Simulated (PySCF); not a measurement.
EPR parameters of C5H11O2Si

C₅H₁₁O₂Si (doublet state).
Numbering: `[SiH2:1][O:2][CH2:3][C@H:4]1[CH2:5][CH2:6][O:7][CH2:8]1` (hydrogens: H9, H10 on Si1; H11, H12 on C3; H13 on C4; H14, H15 on C5; H16, H17 on C6; H18, H19 on C8)

Cartesian coordinates in Å at the GFN2-xTB level; atoms count from 1:
```
atom  x, y, z in Å
Si1    3.4797    0.9658   -0.2551
O2     1.8874    0.8508    0.0205
C3     1.1424   -0.2868    0.3682
C4    -0.3184    0.1014    0.5386
C5    -1.0034    0.5339   -0.7601
C6    -2.4727    0.2721   -0.4377
O7    -2.5061   -0.8208    0.4692
C8    -1.2088   -1.0665    0.9782
H9     3.9048    0.1631   -1.3948
H10    4.2700    0.6961    0.9390
H11    1.2439   -1.0498   -0.4144
H12    1.5271   -0.7087    1.3056
H13   -0.3769    0.9135    1.2692
H14   -0.8087    1.5723   -1.0157
H15   -0.6726   -0.1026   -1.5825
H16   -3.0654    0.0060   -1.3168
H17   -2.9307    1.1482    0.0423
H18   -0.8309   -2.0121    0.5615
H19   -1.2706   -1.1667    2.0656
```

The hyperfine couplings belong to this conformer and change with its torsions.

Level of theory: PySCF 2.14.0, UKS B3LYP, pcH-1 on C H O Si, non-relativistic, mean-field spin-orbit, GIAO. Geometry: GFN2-xTB, one conformer, isolated molecule. GFN2-xTB frequencies show an imaginary mode (44i cm⁻¹), so this geometry is no minimum at that level. The geometry wasn't refined by DFT: couplings that depend on bond lengths, twists or pyramidal angles can differ widely from those at the functional's own minimum, by a factor of two or more for some ions and for spin on atoms past the first row. The SCF solution wasn't tested for stability.

| Item | Value |
| --- | --- |
| g1, g2, g3 | 2.00145, 2.00211, 2.00416 |
| g_iso | 2.00257 |
| Form of g | rhombic: the two nearest values differ by 24 % of g3 − g1 |
| ⟨S²⟩ | 0.7511 (exact 0.7500) |
| HOMO–LUMO gap, α and β orbitals | 6.10, 4.30 eV |
| Total energy | -637.08322 Eh |

Isotropic coupling and dipolar principal values T1 to T3, in MHz; ρ(0) is the spin density at the nucleus:

```
atom  isotope   a_iso  of which spin–orbit      T1    T2    T3  Mulliken spin population  ρ(0) (bohr⁻³)
 Si1     29Si  -609.0                  1.1  -166.3  82.9  83.3                      0.94         0.6865
  O2      17O   -77.8                 -0.1    -9.9   4.3   5.5                      0.00         0.1283
  C3      13C    36.1                  0.0    -2.9  -2.8   5.7                      0.02         0.0321
  C4      13C    -0.8                  0.0    -0.4  -0.3   0.7                      0.00        -0.0007
  C5      13C     0.0                  0.0    -0.2  -0.2   0.4                      0.00         0.0000
  C6      13C     0.1                  0.0    -0.1  -0.1   0.2                      0.00         0.0001
  O7      17O     0.0                  0.0    -0.2   0.1   0.1                      0.00         0.0000
  C8      13C     0.9                  0.0    -0.1  -0.1   0.3                      0.00         0.0008
  H9       1H    70.2                  0.0    -9.5   1.0   8.5                      0.02         0.0157
 H10       1H    71.9                  0.0    -9.5   1.1   8.4                      0.02         0.0161
 H11       1H    -2.0                  0.0    -2.6  -1.2   3.8                      0.00        -0.0005
 H12       1H    -2.0                  0.0    -2.6  -1.2   3.8                      0.00        -0.0004
 H13       1H     0.0                  0.0    -1.1  -0.9   1.9                      0.00         0.0000
 H14       1H     0.0                  0.0    -0.9  -0.8   1.7                      0.00         0.0000
 H15       1H     0.0                  0.0    -0.8  -0.7   1.4                      0.00         0.0000
 H16       1H     0.0                  0.0    -0.2  -0.2   0.5                      0.00         0.0000
 H17       1H     0.0                  0.0    -0.3  -0.3   0.6                      0.00         0.0000
 H18       1H     0.2                  0.0    -0.5  -0.4   0.9                      0.00         0.0000
 H19       1H     0.0                  0.0    -0.4  -0.4   0.8                      0.00         0.0000
```

The largest Mulliken spin population is on Si1 (+0.94). The angles at Si1 add up to 337.1°, so it is pyramidal.

Axes: g3 points within 5° of the Si1–O2 bond.

Under fast tumbling the dipolar parts average out, and these isotropic splittings remain: 2 × 1H (H9/H10, I = 1/2, 3 lines) with 2.54 mT, 1 × 1H (H11, I = 1/2, 2 lines) with 0.07 mT and 1 × 1H (H12, I = 1/2, 2 lines) with 0.07 mT.

Nuclei that the bonding pattern makes equivalent are averaged, as if the motion that swaps them (rotation, inversion, ring flip) were fast.

The 17O coupling of O2 (-77.8 MHz) shows only in satellite lines or after enrichment, since that isotope makes up about 0.038 % of natural oxygen.

The 29Si coupling of Si1 (-609.0 MHz) shows only in satellite lines or after enrichment, since that isotope makes up about 4.7 % of natural silicon.

On Intel Xeon Platinum 8375C at 2.90 GHz, one thread, shared host with 128 logical CPUs at a one-minute load of 136, this took 3.1 min (with the writing of density and orbital grids) and 1.0 GiB of memory at its peak.
